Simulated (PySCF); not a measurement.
Species: C₂H₈NSSi₂ (doublet state).
Z-matrix (Å and degrees, GFN2-xTB geometry), rows numbered from 1:
```
C 
N   1  1.2097
Si  2  1.7274  1  155.61
C   3  1.9006  2  102.58  1  -116.75
S   4  1.8321  3  110.78  2  -166.33
Si  5  2.1352  4  101.82  3    86.72
H   1  1.0813  2  132.23  3     1.52
H   3  1.4659  2  118.08  1     3.08
H   3  1.4607  2  102.19  1   126.46
H   4  1.0881  3  111.73  2    77.18
H   4  1.0874  3  113.00  2   -44.82
H   6  1.4590  5  109.54  4   -65.58
H   6  1.4590  5  107.47  4    54.19
H   6  1.4508  5  103.05  4   174.02
```

The hyperfine couplings belong to this conformer and change with its torsions.

As a line formula: `[H]/[C]=N\[SiH2]CS[SiH3]` [radical].

Computed, not measured: UKS B3LYP, pcH-1 on C H N S Si, non-relativistic, mean-field spin-orbit, GIAO (PySCF). Isolated species at its GFN2-xTB geometry (one conformer only). The geometry wasn't refined by DFT: couplings that depend on bond lengths, twists or pyramidal angles can differ widely from those at the functional's own minimum. No stability test was run, so a lower SCF solution isn't excluded.

Match the computed a_iso(13C) values +396.9, -3.0 MHz with the sites C1; C4.

```json
{"site": "C1", "a_iso (MHz)": "+396.9", "ρ(0) (bohr⁻³)": "+0.3533", "position": "largest spin population", "distance from C1 (Å)": "0.00", "spin population": "+0.63", "largest |T| (MHz)": "92.9"}
{"site": "C4", "a_iso (MHz)": "-3.0", "ρ(0) (bohr⁻³)": "-0.0027", "position": "3 bonds from C1", "distance from C1 (Å)": "3.88", "spin population": "0.00", "largest |T| (MHz)": "0.7"}
```

ρ(0) is the spin density at the nucleus and T the dipolar tensor; a_iso includes a spin–orbit part; entries for several nuclei are means. The largest Mulliken spin populations are on C1 (+0.63), N2 (+0.19), H7 (+0.10) and Si3 (+0.06).

The spin density at the nucleus, in bohr⁻³, is negative for C4 (-0.0027), for instance. A restricted open-shell determinant has no negative spin density anywhere; here it arises because α and β orbitals differ (spin polarisation).

Means are taken over nuclei equivalent by connectivity, which assumes that they swap fast. The 1H value of +21.7 MHz is a mean of couplings from -5.2 to 48.7 MHz in this one geometry, not an average over conformers.
